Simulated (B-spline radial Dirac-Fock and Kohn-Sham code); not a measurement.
Auger decay of the N2 hole in Tm⁶⁺

System: Tm⁶⁺, configuration [Kr] 4d10 4f11 5s2 5p4.

Input file task.json (cfg lists n, l and occupation; rrms is the nuclear radius in fm):

```json
{"items": [{
  "Z": 69,
  "q": 6,
  "cfg": [[1, 0, 2], [2, 0, 2], [2, 1, 6], [3, 0, 2], [3, 1, 6], [3, 2, 10], [4, 0, 2], [4, 1, 6], [4, 2, 10], [4, 3, 11], [5, 0, 2], [5, 1, 4]],
  "A": 169,
  "rrms": 5.2256,
  "do": ["binding", "quiet", "decay"],
  "holes": ["K", "L1", "L2", "L3", "M1", "M2", "M3", "M4", "M5", "N1", "N2", "N3", "N4", "N5"]
}]}
```

Run with: `python xray_run.py task.json out`

Method: a relativistic independent-particle model: LDA orbitals of the hole state, radiative multipoles to third order, Auger rates from the Coulomb interaction with a continuum orbital, Dirac-Fock energies. Computed with a radial atomic solver. Kinetic energies are configuration averages from the vacuum level; the two-hole energies are estimated from single-hole states.

```
transition  kinetic energy (eV)  width (meV)  share (%)
   N2-N4O1                30.63          596        6.4
   N2-N5O1                39.19         94.9        1.0
   N2-N4O2                59.12          299        3.2
   N2-N4O3                67.05          537        5.8
   N2-N4N6                67.07         1910       20.6
   N2-N4N7                67.39         4040       43.7
   N2-N5O2                67.57          264        2.9
   N2-N5N6                74.64          512        5.5
   N2-N5O3                75.65         62.6        0.7
   N2-N5N7                76.84          133        1.4
   N2-N6O1                218.3         49.7        0.5
   N2-N6O2                246.7          138        1.5
   N2-N7O2                248.1          222        2.4
   N2-N6N6                254.2         31.4        0.3
   N2-N6O3                254.7         39.1        0.4
   N2-N6N7                255.6          218        2.4
```

Coster-Kronig rates are the weakest part of this model and often come out 1.5 to 2.5 times too large. Super-Coster-Kronig decay this fast strains the one-particle picture, and such widths tend to come out too large. The listed channels hold 99 % of the non-radiative rate. Summed by principal shells, of 9.25 eV in all: NNN 74.1 %, NNO 25.4 %, NOO 0.5 %.
